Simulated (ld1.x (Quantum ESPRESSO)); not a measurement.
## Te: one change to an RRKJ potential, before and after

tellurium, norm-conserving RRKJ (Kleinman–Bylander form), made with ld1.x (Quantum ESPRESSO) 7.5 (PBEsol, fully relativistic). Core [Kr] 4d10, reference 5s1.5 5p4.5. Waves: 5p (bound): rc 1.75 bohr; 5d channel at -0.15 Ry: rc 1.90 bohr; 5s (bound): rc 1.35 bohr. Local part: the s channel. Core correction: a·sin(br)/r model core inside 1.25 bohr.

Open shells are filled in proportion to 2j + 1 (rel_dist='average').

Change: scalar-relativistic.

Cutoffs: the cutoffs (Ry, on a coarse ladder) from which the occupation-weighted sum of valence levels, in a spherical-Bessel basis at the reference potential, stays within 10 and 1 mRy of its value at 400 Ry; they do not see the model core or the augmentation charge, which bear on the density cutoff. Errors are all-electron minus pseudo energies relative to the spin-unpolarised reference configuration.

Problem. What does the change do?

Solution. The potential gets neither clearly harder nor softer (50 Ry and 180 Ry → 50 Ry and 180 Ry); both files keep a bound ghost (d, p); of the 7 tests that both files solve, the error grows in 4 and shrinks in 1 by more than 15 % and 0.3 meV (median size 5.9 → 8.0 meV).

| quantity | base | changed |
| --- | --- | --- |
| cutoff, loose | 50 Ry | 50 Ry |
| cutoff, tight | 180 Ry | 180 Ry |
| loose cutoff by channel (10 mRy a level) | p 25 Ry, s 45 Ry | p 21 Ry, s 45 Ry |
| bound ghosts | p3/2, p1/2, d3/2, d5/2 | p, d |
| error for 5s2 5p4, meV [ΔE -4.60 → -4.62 eV] | -4.1 | -3.8 |
| error for 5s2 5p3, meV [ΔE 5.17 → 5.14 eV] | -5.9 | -8.0 |
| error for 5s2 5p2, meV [ΔE 23.17 → 23.10 eV] | -16 | -23 |
| error for 5s1 5p4, meV [ΔE 15.01 eV] | -9.6 | -12 |
| error for 5s2 5p4.3, meV [ΔE -6.08 → -6.09 eV] | -4.0 | -3.3 |
| error for 5s2 5p0, meV [ΔE 86.71 → 86.58 eV] | -124 | -148 |
| error for 5s2 5p3.5, meV [ΔE -0.68 → -0.71 eV] | -4.6 | -5.2 |
| s: phases at 2.05 bohr within 0.05 rad from the reference energy up to (Ry; the scan ends near 5) | 0.2 | 0.2 |

 A true bound ghost makes a file unfit for plane-wave use even where its test errors are small: the radial tests pick states by their node count and pass the ghost by.
